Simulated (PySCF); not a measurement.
## In²⁺ (indium, charge +2) across methods

[Kr] 4d10 5s1, 2S determinant. All numbers are calculated (PySCF 2.14, scalar relativity through the core potential, in aug-cc-pVTZ-PP with one added diffuse shell each of d, f type with ECP28MDF (6s5p5d3f, 67 functions)).

```csv
method,E (hartree),mean ε 4d α (eV),mean ε 4d β (eV),mean ε 5s α (eV),Σ⟨r²⟩ (bohr²),⟨S²⟩
LDA,-188.8695,-36.593,-36.326,-24.646,29.92,0.750
PBE0,-189.2198,-38.938,-38.659,-25.040,29.79,0.750
UHF,-188.39359,-45.283,-45.047,-26.763,29.92,0.751
BLYP,-189.1746,-36.327,-36.082,-24.266,29.90,0.750
PW91,-189.2873,-36.560,-36.266,-24.343,29.86,0.750
revPBE,-189.2729,-36.402,-36.106,-24.112,29.84,0.751
PBE,-189.2119,-36.462,-36.170,-24.232,29.86,0.750
LC-wPBE,-189.2402,-41.564,-41.302,-27.622,29.78,0.750
r2SCAN,-189.2814,-36.996,-36.674,-24.496,29.69,0.751
```

Energies and moments cover only the electrons outside the core potential.
